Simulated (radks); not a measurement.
Results of a calculation; reference values are marked as such.
Initial-state core-level shifts of the sulfur ion S+ when its valence configuration changes from [Ne] 3s2 3p3. Code: a radial shooting solver on a logarithmic mesh with Libxc functionals. Model: non-relativistic Kohn-Sham, LDA (Slater exchange, Perdew-Wang correlation), spin-unpolarised, spherical densities, point nucleus. Shifts are changes of the shell-averaged eigenvalues in eV (positive: less bound); the change of the density at the nucleus, which sets a Mossbauer isomer shift, is in e/bohr^3, on a base of 2655.

valence,1s,2s,2p,density at nucleus
3s1 3p4,-1.300,-1.309,-1.286,-9.5556
3s1.5 3p3.5,-0.660,-0.662,-0.651,-4.7362
3p5,-2.530,-2.559,-2.510,-19.4321
3s0.5 3p4.5,-1.923,-1.941,-1.905,-14.4553
